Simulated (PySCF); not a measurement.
AlCl3GaH3.
Numbering: `[Cl:1][AlH-:2]1[Cl+:3][GaH2-:4][Cl+:5]1` (hydrogens: H6 on Al2; H7, H8 on Ga4)

A GFN2-xTB structure with every atom displaced at random (by about 0.01 Å) was refined with PBE0-D3(BJ)/def2-SVP geometry optimisation, gas phase (PySCF 2.14.0). Values at the start:

```csv
coordinate,start
Cl1–Al2,1.987 Å
Al2–Cl3,2.204 Å
Al2–H6,1.516 Å
Cl3–Ga4,2.301 Å
Ga4–H7,1.537 Å
Ga4–H8,1.534 Å
Cl1–Al2–Cl3,111.7°
Al2–Cl3–Ga4,90.6°
Cl3–Al2–Cl5,91.2°
Cl3–Ga4–Cl5,87.1°
Cl1–Al2–Cl3–Ga4,-121°
Al2–Cl3–Ga4–Cl5,6°
Cl3–Ga4–Cl5–Al2,-6°
```

Question: How do these coordinates change at the PBE0-D3(BJ)/def2-SVP level?

Answer: 
```tsv
coordinate	PBE0-D3(BJ)/def2-SVP (Å or °)	change
Cl1–Al2	2.101	+0.114
Cl3–Ga4	2.391	+0.090
Al2–Cl3	2.282	+0.078
Al2–H6	1.569	+0.053
Ga4–H8	1.551	+0.017
Ga4–H7	1.549	+0.012
Cl1–Al2–Cl3	108.3	-3.4
Cl3–Al2–Cl5	92.3	+1.1
Al2–Cl3–Ga4	89.7	-0.9
Cl3–Ga4–Cl5	86.9	-0.2
Cl3–Ga4–Cl5–Al2	-9	-3
Al2–Cl3–Ga4–Cl5	9	+3
Cl1–Al2–Cl3–Ga4	-120	+1
```

The energy falls by 37.8 kJ/mol over 14 energy and gradient evaluations, the largest force component goes from 0.0352 to 2.3e-04 Eh/bohr, and the atoms move by 0.115 Å rms after alignment. The bond that changes most is Cl1–Al2 (ends: chlorine bonded to Al; aluminium bonded to 3 Cl and H), which lengthens by 0.114 Å. Bonds longer at the end by more than 0.005 Å: 8 of 8; shorter: 0. Rotational constants go from 2412, 833.8, 676.6 to 2200, 792.4, 642.2 MHz.

The run used 119 basis functions and 75 SCF cycles in all.

No frequency check. The numbers are those of one conformer.
